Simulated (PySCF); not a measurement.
**Vertical excitation energies**

Species: Si(SH)2Cl2.
InChI=1S/Cl2H2S2Si/c1-5(2,3)4/h3-4H

Theory: TDDFT PBE0/def2-SVPD, vertical, gas phase, core orbitals frozen in the response in PySCF. One conformer (not necessarily the lowest) at the PBE0-D3(BJ)/def2-SVP geometry, without solvent, vibrations or thermal averaging.

```
state  E (eV)  E (kJ/mol)  λ (nm)       f  |μ| (D)  main configurations (H = HOMO, L = LUMO)
   S1    5.48         528   226.4  0.0000     0.03                                 H→L (95%)
   S2    5.87         566   211.2  0.0041     0.43                               H-1→L (90%)
   S3    6.28         606   197.6  0.0001     0.06                               H→L+1 (95%)
   S4    6.65         642   186.3   0.036     1.20                             H-1→L+1 (84%)
   S5    6.84         660   181.3   0.018     0.83                               H→L+2 (86%)
   S6    6.92         668   179.1  0.0004     0.12                  H→L+4 (64%), H→L+3 (27%)
   S7    6.95         671   178.4  0.0004     0.13     H-2→L (63%), H→L+3 (17%), H→L+4 (11%)
   S8    7.16         691   173.1  0.0000     0.04                             H-1→L+2 (90%)
   S9    7.19         693   172.5  0.0072     0.51   H-3→L (34%), H-1→L+4 (21%), H→L+5 (18%)
  S10    7.28         702   170.3   0.027     0.99   H-3→L (58%), H→L+5 (14%), H-1→L+4 (11%)
```

Triplets, Tamm–Dancoff:

```tsv
state	E (eV)	λ (nm)	main configurations (H = HOMO, L = LUMO)
T1	5.18	239.2	H→L (89%)
T2	5.48	226.3	H-1→L (80%), H→L+2 (10%)
T3	5.83	212.5	H→L+1 (86%)
T4	6.13	202.2	H-1→L+1 (71%), H→L+5 (9%)
```

The lowest singlet comes at 226 nm (528 kJ/mol) in the ultraviolet; it is dark (f under 0.0005); its leading configuration is HOMO→LUMO (95%). The strongest level in the table is S4 at 6.65 eV (186 nm, f = 0.036). Löwdin shares by element: HOMO sulfur 80%, chlorine 10%; LUMO sulfur 42%, silicon 17%, chlorine 16% or more (atoms not listed hold the other 25%). The listed states span 1.80 eV. Weighted by f, the mean energy of these states is 6.88 eV. Orbital energies (eV): HOMO-3 -9.58, HOMO-2 -9.36, HOMO-1 -8.39, HOMO -8.00, LUMO -1.07, LUMO+1 -0.49, LUMO+2 0.12. No computed singlet lies in the visible range (380 to 750 nm); the lowest, at 226 nm, stands 2.21 eV above its violet end (3.26 eV). Only the lowest 10 singlets were computed, as vertical energies without vibronic structure.
